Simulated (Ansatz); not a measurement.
System: sum formula H$_{3}$SiO$_{2}$F$_{2}$, charge 1, multiplicity 1. It need not be the lowest isomer of its formula. 
Structure (B3LYP-D3(BJ)/def2-TZVP (Ansatz, an electronic-structure program) minimum search):
```
Si
F 1 1.5519
F 1 1.5523 2 111.19
O 1 1.5754 2 118.54 3 -143.91
H 4 0.9638 1 129.37 2 44.60
O 1 1.7768 2 104.64 3 107.97
H 6 0.9741 1 124.70 2 -80.38
H 6 0.9744 7 112.83 1 170.31
```
Charge +1, spin multiplicity 1.

Parts of the frozen-core correlation energy in cc-pV(D+d)Z (Ansatz, hartree). Frozen orbitals: 9; correlated occupied orbitals by spin: 16 and 16; virtual: 69 and 69. No spin-orbit coupling. No relativistic terms.

| term | value |
|---|---|
| reference (HF) | -639.23830 |
| MP2 opposite-spin | -0.61317 |
| MP2 same-spin | -0.22711 |
| CCSD correlation | -0.85533 |
| (T) | -0.01522 |
| T1 diagnostic | 0.011 |
| largest doubles amplitude | 0.019 |
